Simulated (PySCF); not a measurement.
Te(I)(Me) (CH₃ITe), SMILES C[Te]I.

The structure is a stationary point at B3LYP-D3(BJ)/def2-SVP. The def2 effective core potentials stand for the cores of I, Te; spin–orbit coupling is left out.

Level of theory: B3LYP-D3(BJ)/def2-SVP run with PySCF.

Frequencies are harmonic and unscaled.

Computed normal modes with their intensities:
```
mode  ν (cm⁻¹)  IR (km/mol)  Raman (Å⁴/amu)  depolarisation  moving atoms (share of kinetic energy)
----  --------  -----------  --------------  --------------  --------------------------------------
1          125          0.0             0.1            0.75                                  H 99 %
2          127          0.4             5.2            0.63                  C 56 %, H 25 %, I 11 %
3          198          3.4            11.5            0.28                         Te 51 %, I 49 %
4          508          2.9            29.0            0.28                 C 75 %, H 15 %, Te 10 %
5          827         12.5             3.0            0.70                          H 84 %, C 15 %
6          841          7.9             2.3            0.75                          H 88 %, C 11 %
7         1238         13.8             1.4            0.38                          H 85 %, C 14 %
8         1421          6.9            14.6            0.75                                  H 95 %
9         1441         10.9            10.6            0.68                                  H 95 %
10        3054          5.6           171.2            0.06                                  H 98 %
11        3168          0.6            97.3            0.75                          H 90 %, C 10 %
12        3197          0.0            56.9            0.75                          H 90 %, C 10 %
```
